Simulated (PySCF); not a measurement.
CH10OSSi3, SMILES CS[SiH2][SiH2]O[SiH3], GFN2-xTB optimised geometry. Atoms within 1.6 Å of the plane z = 1.5 Å (x, y, z in Å): C1 (2.90, -2.71, 0.00), S2 (1.08, -2.71, 0.00), Si3 (0.73, -0.59, 0.00), Si4 (-1.54, -0.27, 0.01), O5 (-1.61, 1.36, -0.01), Si6 (-2.38, 2.79, -0.03), H8 (3.22, -3.75, -0.01), H9 (3.26, -2.22, 0.90), H10 (1.50, -0.09, 1.15), H13 (-2.26, -0.72, 1.20), H15 (-3.26, 2.85, 1.13), H16 (-1.28, 3.75, 0.04).

Level of theory: PySCF with PBE/def2-TZVP.

Map of the HOMO amplitude (bohr^(-3/2)) on the plane z = 1.5 Å; orbital energy -5.49 eV, overall sign arbitrary:

```
|===============================|
|===============================|
|===============================|
|===============================|
|===============================|
|===============================|
|===============================|
|===============================|
|===============================|
|===============================|
|===============================|
|=================----==========|
|===============--------========|
|===============---::---========|
|==============---:..:---=======|
|===============--:  .:--=======|
|=========--=====-:..:----======|
|=========--======---------=====|
|==============+++++==------====|
|==============+*****+=-::---===|
|=============++*#%%#*=-:::--===|
|=============++#%@@%*=-.::--===|
|=============++#%@@%*+-::---===|
|=============++*#%@%*+=----====|
|==============+**##**+=---=====|
|==============+++**++==========|
|================++++===========|
|===============================|
|===============================|
|===============================|
|===============================|
```
Scale: ten equal steps from -0.055 (start of ' ') to 0.073 (end of '@'), in the order ' .:-=+*#%@'; x runs from -6.00 to 6.00, y from -6.00 (bottom) to 6.00 (top).
